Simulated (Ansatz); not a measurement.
A run for Ansatz (a first-principles code): U-B2PLYP/def2-TZVPP on H (SMILES [H]).

Ansatz 0.2 input:
```yaml
crystal:
  periodic: [false, false, false]
  atoms:
    - {symbol: H, position_ang: [0.00000000, 0.00000000, 0.00000000]}
basis:
  gaussian:
    orbitals: def2-TZVPP
hamiltonian:
  xc: {name: B2PLYP}
magnetization: {spin_polarized: true, initial_magnetization: 1}
correlation: {electrons: outside_noble_gas}
```

### Question
What total energy does the run end on?

### Answer
-0.4986 hartree.
